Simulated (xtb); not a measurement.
Si(OSiH3)(F)2(Me) (CH₆F₂OSi₂), SMILES C[Si](F)(F)O[SiH3]. All values are semi-empirical tight-binding results from xtb (GFN2-xTB unless named), good for trends rather than for accurate numbers. Geometry: GFN2-xTB. One conformer was computed; it need not be the lowest.

```json
{
  "orbital_gap": "6.26 eV",
  "dipole_moment": "2.33 D",
  "zero_point_energy": "44.4 kcal/mol",
  "G − E(el) at 298.15 K (modified RRHO)": "21.8 kcal/mol",
  "static polarisability (D4 model)": "83.6 bohr³",
  "solvation energy, GFN2-xTB/ALPB(water)": "0.2 kcal/mol",
  "solvation energy, GFN2-xTB/ALPB(acetone)": "-3.3 kcal/mol"
}
```
